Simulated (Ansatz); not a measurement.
`CCB(O)Br` → `[CH2]` (triplet) + `CB(O)Br` at 700 K and 1 bar (formal loss of a carbene).

Program: Ansatz. Geometries: PBE0-D4/def2-TZVP. ΔE: electronic, gas phase. CCSD(T)/CBS adds triple-zeta CCSD(T) − MP2 to the extrapolated MP2 energy (def2 sets, frozen cores). This one scheme is used for every species. Triplets are unrestricted, without spin–orbit coupling. For Br outer-core shells are correlated without core-valence functions, which leaves a few kJ/mol of doubt a bond. Scalar relativity is left out up to krypton. Each species was taken in one conformer, which may not be the lowest.

| species | CCSD(T)/CBS energy (Eh) | H − E (kJ/mol) | S (J/(mol·K)) |
| --- | --- | --- | --- |
| `CCB(O)Br` | -2753.11054 | 299.3 | 464.3 |
| `[CH2]` (triplet) | -39.09499 | 70.4 | 226.8 |
| `CB(O)Br` | -2713.85644 | 207.4 | 403.6 |

H − E and S are ideal-gas, rigid-rotor, harmonic terms from PBE0-D4/def2-TZVP, for one conformer and one mirror image of each species, with the whole ground term of open shells counted as degenerate. 1 Eh = 2625.50 kJ/mol, R = 8.31446 J/(mol·K).

**Question.** By hand: ΔE, ΔH, ΔS and ΔG.

**Answer.** ΔE = (-39.09499) + (-2713.85644) − (-2753.11054) = 0.15911 Eh = 417.7 kJ/mol. Δ(H − E) = 70.4 + 207.4 − 299.3 = -21.5, so ΔH = 396.2 kJ/mol. ΔS = 226.8 + 403.6 − 464.3 = 166.1 J/(mol·K). ΔG = 396.2 − 700 × (166.1)/1000 = 279.9 kJ/mol.

**Question.** By hand: the equilibrium constant, and the temperature at which ΔG would vanish if ΔH and ΔS stayed fixed.

**Answer.** log₁₀ K = −ΔG/(RT ln 10) = -20.9. ΔG = 0 at ΔH/ΔS = 2385 K.

The number of gas molecules changes by +1, which sets the sign of ΔS. A doubt of 5 kJ/mol in ΔE shifts log₁₀ K by 0.4 here. Other conformers and mirror images would add mixing entropy, several J/(mol·K) or more a flexible species. Modes under 60 cm⁻¹, often nearly free rotors, make the harmonic entropy too high. A triplet takes part, so the spin changes. These are equilibria of isolated gas molecules and say nothing of rates. Largest T1 diagnostic: 0.011 (customary marks: 0.02 for closed shells, 0.045 for open ones).
